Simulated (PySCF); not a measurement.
## Spectroscopy problems

All values are calculated (PySCF): shieldings: GIAO PBE0/pcSseg-1, GFN2-xTB geometry. Non-relativistic, a single conformation, averaged over atoms made equivalent by symmetry, fast rotation or ring inversion, isolated molecule.

References, each an isolated molecule treated in the same way: ¹H (31.72 ppm), ¹³C (186.93 ppm) vs TMS. Splittings of carbon signals by F and P are missing where no couplings were computed. Where no couplings were computed, multiplicities follow the n + 1 count of equivalent neighbours, and m marks all less simple cases (inequivalent or close neighbours, rings, F or P nearby). Acid and N–H amide carbonyl carbons lie up to 10 ppm further downfield in solution (hydrogen bonding). Shifts are as computed. Against solution values, carbons near 30 ppm lie about +3 ppm off and those near 130 ppm about +5 ppm. Of 1309 compounds with measured shifts, 239 miss one by over three times the rms of a fit or turn the order of signals round; such compounds aren't used in these exercises. OH and NH positions are gas-phase values without hydrogen bonding to other molecules.

Task: C4H12O2Si3. ¹H NMR (400 MHz, computed): δ 6.49 (m, 1H), 6.39 (m, 1H), 6.29 (br s, 1H), 6.15 (m, 1H), 4.75 (d, 2H), 4.28 (s, 6H). ¹³C{¹H} NMR (computed): δ 183.5 (C), 143.3 (CH2), 141.4 (CH), 8.6 (C). Give a structure.

Result: SMILES C(=C)[SiH2]C([SiH3])([SiH3])C(=O)O. Rings plus π bonds: 2 (no ring in the answer). 4 carbon signals for 4 carbons: no two carbons are equivalent. Carbon types of the structure: 2 × C, 1 × CH, 1 × CH2, leaving 9 H on heteroatoms. δC 183.5: carboxylic acid carbon; it is a carbonyl in resonance with an O or N lone pair, the region of acids, esters and amides. δC 143.3: terminal =CH2 carbon; an sp2 carbon of a C=C bond. δC 141.4: alkene CH; an sp2 carbon of a C=C bond. δH 6.39: hydrogen on an alkene CH; olefinic region.

This is the structure that produced the data.

Task: C6H9FO2. ¹H NMR (600 MHz, computed): δ 6.65 (s, 1H), 5.72 (m, 2H), 3.95 (m, 2H), 2.35 (m, 2H), 1.79 (m, 2H). ¹³C{¹H} NMR (computed): δ 145.5, 134.6, 103.5, 67.3, 28.0, 25.2. Identify the compound.

Result: SMILES O1C=C(OCF)CCC1. Rings plus π bonds: 2 (1 ring in the answer). 6 carbon signals for 6 carbons: no two carbons are equivalent. Carbon types of the structure: 1 × C, 1 × CH, 4 × CH2, which accounts for all hydrogens. δC 145.5, 134.6: alkene carbon bearing oxygen. δC 103.5: sp3 CH2 bonded to F and O; 2 electronegative neighbours deshield it. δC 67.3: sp3 CH2 bonded to O; the inductive effect lowers its shielding. δH 5.72: hydrogen on an sp3 CH2 bonded to F and O; its carbon carries F and O, an electronegative neighbour.

The data come from this structure; uniqueness wasn't tested.
